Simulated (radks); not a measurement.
Values are calculated unless marked as measured or tabulated.
Polarisability of neutral beryllium, [He] 2s2, at imaginary frequency. Code: a radial shooting solver on a logarithmic mesh with Libxc functionals. Model: scalar-relativistic Kohn-Sham, LDA (Slater exchange, VWN5 correlation), spin-unpolarised, spherical densities, finite nucleus; Fermi nuclear charge, rms radius 2.519 fm. Response by self-consistent Sternheimer equations with the Hartree and adiabatic LDA kernel, the relativistic mass of each level held fixed and spin-orbit coupling left out.

w (hartree),alpha1(iw) (bohr^3),alpha2(iw) (bohr^5)
0.00266,43.76,369.5
0.0143,43.50,368.5
0.0360,42.09,363.3
0.0697,38.10,347.4
0.118,30.71,312.8
0.186,21.45,256.4
0.280,13.19,186.7
0.413,7.441,120.4
0.605,3.975,69.43
0.892,2.032,36.22
1.35,0.9882,17.09
2.12,0.4491,7.166
3.59,0.1843,2.547
6.94,0.06119,0.6911
17.5,0.01173,0.1097

Static values: alpha1 = 43.77 bohr^3 (6.486 angstrom^3; uncoupled 80.49), alpha2 = 369.5 bohr^5, alpha3 = 5889 bohr^7. C6 = 263.6, C8 = 13530, triple-dipole C9 = 8580 atomic units. One-pole (London) frequency 4 C6 / (3 alpha1^2) = 0.183 hartree, against 0.206 for minus the highest occupied eigenvalue. Recommended static value: 37.74 bohr^3 (Schwerdtfeger and Nagle, 2023 table).
